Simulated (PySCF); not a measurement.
## Spin states of LiCd⁺

Unrestricted PBE0; basis Li def2-SVPD, Cd def2-SVPD with ECP28; scalar-relativistic core potentials; PySCF 2.14. Outer shells of the fragments: Li+ closed shells only; Cd 4d10 5s2.

Followed along the bond (rough minima from three points):

```csv
2Ms+1,unpaired,⟨S²⟩ at the start,R at minimum (Å),Te (eV)
1,none,0.00,2.79,0.00
3,σ ↑↑,2.00,none in the scan,≤ 3.17
```

Solutions found at the starting distance of 2.785 Å, counted from the lowest of them; the search is not exhaustive and high or unbound solutions are not listed, so other states can lie among these:

```json
{"2Ms+1": "1", "unpaired": "none", "term": "¹Σ⁺", "E (eV)": "0.00", "⟨S²⟩": "0.00", "⟨Lz²⟩": "0.00", "μ (D)": "-8.51"}
{"2Ms+1": "3", "unpaired": "σ ↑↑", "term": "³Σ⁺", "E (eV)": "3.35", "⟨S²⟩": "2.00", "⟨Lz²⟩": "0.00", "μ (D)": "-8.13"}
{"2Ms+1": "3", "unpaired": "σ ↑, π ↑", "term": "³Π", "E (eV)": "4.30", "⟨S²⟩": "2.00", "⟨Lz²⟩": "1.00", "μ (D)": "-7.40"}
{"2Ms+1": "1", "unpaired": "σ ↑, π ↓", "term": "mixed", "E (eV)": "4.91", "⟨S²⟩": "1.00", "⟨Lz²⟩": "1.00", "μ (D)": "-6.50"}
```

A term symbol is given only where ⟨S²⟩ and ⟨Lz²⟩ are close to those of a pure state; real π, δ and φ orbitals otherwise mix terms. A positive dipole points towards Cd; it is taken about the centre of mass and depends on that origin.

Counting both spins, an empty level lies below a filled one in some of these solutions, because spin and occupation are held.
